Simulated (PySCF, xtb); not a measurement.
CuH₄OP, SMILES [PH3]->[Cu][OH], multiplicity 1.

GFN2-xTB run with xtb at its own geometry gives an orbital gap of 2.87 eV and a dipole moment of 5.77 D.

The structure is a stationary point at PBE0-D3(BJ)/def2-SVP. The spin state was assumed, not searched. The structure was generated by enumeration; whether it is a known compound was not checked. Other conformers were not sampled.

What does PBE/def2-TZVPD (PySCF) give? (The exact figures need the calculation; the answer reports its results.)

gap 3.42 eV (levels -5.07 and -1.65 eV), dipole 5.54 D.
